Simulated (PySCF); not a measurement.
**A ladder for the ionisation energy of Pb²⁺**

Pb²⁺ [Xe] 4f14 5d10 6s2 (1S) → Pb³⁺ [Xe] 4f14 5d10 6s1 (2S). Scalar values calculated with PySCF 2.14 in aug-cc-pVQZ-PP with one added diffuse shell each of s, p, d, f, g type with ECP60MDF (ECP; valence: 5s2 5p6 5d10 frozen). The spin-orbit shift comes from two-component X2C-1e calculations (generalised Hartree-Fock, GHF, and MP2 on its spinors, GMP2) in x2c-QZVPPall-2c: GMP2 gives 32.024 eV without and 32.057 eV with screened spin-orbit coupling, a shift of 0.033 eV (GHF: 0.020 eV). Sums use unrounded values; where a UHF row is shifted, it takes the GHF shift.

```json
{"method": "UHF", "scalar (eV)": "29.766", "plus spin-orbit shift (eV)": "29.786", "error (eV)": "-2.151"}
{"method": "LDA", "scalar (eV)": "32.606", "plus spin-orbit shift (eV)": "32.639", "error (eV)": "0.702"}
{"method": "PBE", "scalar (eV)": "32.100", "plus spin-orbit shift (eV)": "32.134", "error (eV)": "0.196"}
{"method": "PBE0", "scalar (eV)": "31.752", "plus spin-orbit shift (eV)": "31.786", "error (eV)": "-0.151"}
{"method": "r2SCAN", "scalar (eV)": "31.844", "plus spin-orbit shift (eV)": "31.877", "error (eV)": "-0.060"}
{"method": "B2PLYP", "scalar (eV)": "31.354", "plus spin-orbit shift (eV)": "31.387", "error (eV)": "-0.550"}
{"method": "BLYP", "scalar (eV)": "32.138", "plus spin-orbit shift (eV)": "32.172", "error (eV)": "0.234"}
{"method": "TPSSh", "scalar (eV)": "31.726", "plus spin-orbit shift (eV)": "31.759", "error (eV)": "-0.178"}
{"method": "MP2 (valence)", "scalar (eV)": "30.359", "plus spin-orbit shift (eV)": "30.392", "error (eV)": "-1.545"}
{"method": "SCS-MP2 (valence)", "scalar (eV)": "30.477", "plus spin-orbit shift (eV)": "30.511", "error (eV)": "-1.426"}
{"method": "CCSD (valence)", "scalar (eV)": "30.532", "plus spin-orbit shift (eV)": "30.566", "error (eV)": "-1.372"}
{"method": "CCSD(T) (valence)", "scalar (eV)": "30.532", "plus spin-orbit shift (eV)": "30.566", "error (eV)": "-1.372"}
{"method": "CCSDT (valence)", "scalar (eV)": "30.532", "plus spin-orbit shift (eV)": "30.566", "error (eV)": "-1.372"}
{"method": "FCI (valence)", "scalar (eV)": "30.532", "plus spin-orbit shift (eV)": "30.566", "error (eV)": "-1.372"}
```

Reference: 31.937 eV (measured; NIST Atomic Spectra Database, ionization energies).

The errors of the correlated levels include the incompleteness of the basis and the frozen core, so a lower level can come closer by cancellation.
